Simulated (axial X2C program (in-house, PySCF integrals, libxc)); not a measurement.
# KC: cheaper levels and CCSD(T), 2c

All values were computed with an in-house all-electron X2C program for linear molecules (integrals from PySCF). Two-component (2c) means X2C with spin–orbit coupling and atomic mean-field two-electron Coulomb and Gaunt terms. Basis: K dyall-cv3z [11s12p6d3f], C dyall-v3z [7s6p2d1f] (cores contracted in-house); Gaussian nuclei, density fitting, unrestricted open shells. Masses: K 38.964 u, C 12.000 u.

State: Ω = 3/2 (⟨Sz⟩ = 1.50, ⟨Lz⟩ = 0.00 at HF); fragments K + C.

| level | Re (Å) | ωe (cm⁻¹) | De (eV) |
| --- | --- | --- | --- |
| PBE0 | 2.515 | 358.0 | 2.23 |
| HF | 2.584 | 358.7 | 1.45 |
| MP2 | 2.524 | 367.9 | 2.07 |
| CCSD | 2.538 | 363.9 | 1.97 |
| r2SCAN | 2.527 | 355.5 | 2.39 |

Correlated methods: 13 electrons correlated (number of frozen shells: K 2 s, 1 p; C 1 s), 209 virtual spin orbitals or spinors in MP2, 90 natural virtuals in coupled cluster.

CCSD(T), same Hamiltonian and basis:

Re = 2.534 Å, ωe = 364.5 cm⁻¹, De = 1.99 eV; T1 = 0.008 (Lee–Taylor normalisation).

(1) Give the differences from CCSD(T) in the columns below.

Occupations by symmetry block were frozen at the best pattern of an incomplete PBE0 search. Dissociation energies refer to the lowest single-determinant-based atoms at the same level and basis. Density functionals use the spin component along the axis (collinear). CCSD and (T) use frozen natural virtuals with an MP2 correction for the truncation; (T) itself is uncorrected, so its De runs slightly low. The 2c atoms are single determinants rather than J levels; their spin–orbit lowering is only partly caught, and De is too large by that part. This holds for PBE0, MP2, CCSD, r2SCAN, CCSD(T). Without a current term, density functionals place determinants with orbital angular momentum somewhat too high. With several unpaired electrons one determinant need not be a pure state. This is the top spin component of a Σ state; components of lower Ω are not single determinants and can lie lower.

## Answers

(1) 

| level | ΔRe (Å) | Δωe (cm⁻¹) | ΔDe (eV) |
| --- | --- | --- | --- |
| PBE0 | -0.019 | -6 | 0.24 |
| HF | 0.050 | -6 | -0.54 |
| MP2 | -0.010 | 3 | 0.08 |
| CCSD | 0.004 | -1 | -0.02 |
| r2SCAN | -0.007 | -9 | 0.40 |
